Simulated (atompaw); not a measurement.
**u(r) = r·R(r): atom against pseudo-atom (lead (Pb))**

Columns: radius, all-electron u(r) and pseudo u(r) of the 5d shell (level -22.04 eV) of lead in the configuration [Xe] 4f14 5d10 6s1.5 6p2.5; PBE, scalar-relativistic, PAW (atompaw) scheme, atompaw 4.2.0.5.

```
r (bohr)  all-electron  pseudo
   0.088        0.3287  0.0005
   0.177        0.0357  0.0044
   0.265       -0.4001  0.0144
   0.354       -0.4827  0.0331
   0.442       -0.2831  0.0617
   0.531        0.0303  0.1014
   0.619        0.3382  0.1507
   0.708        0.5951  0.2094
   0.796        0.7802  0.2736
   0.885        0.9007  0.3418
   0.973        0.9645  0.4089
   1.062        0.9855  0.4728
   1.150        0.9750  0.5287
   1.238        0.9430  0.5743
   1.327        0.8965  0.6079
   1.415        0.8422  0.6274
   1.504        0.7831  0.6327
   1.592        0.7234  0.6246
   1.681        0.6637  0.6042
   1.769        0.6068  0.5744
   1.858        0.5522  0.5369
   1.946        0.5015  0.4957
   2.035        0.4540  0.4525
   2.123        0.4105  0.4104
   2.212        0.3702  0.3703
   2.300        0.3338  0.3338
```

Task: How many radial nodes do the two functions have?

Result: The all-electron 5d function has n − l − 1 = 2; the pseudo-wave has 0, since the states of the same l below it are removed with the core.

Task: Is the pseudo-wave norm-conserving?

Result: No, it belongs to a PAW set: the norm inside the radius is not constrained, and the difference is carried by the augmentation charge.
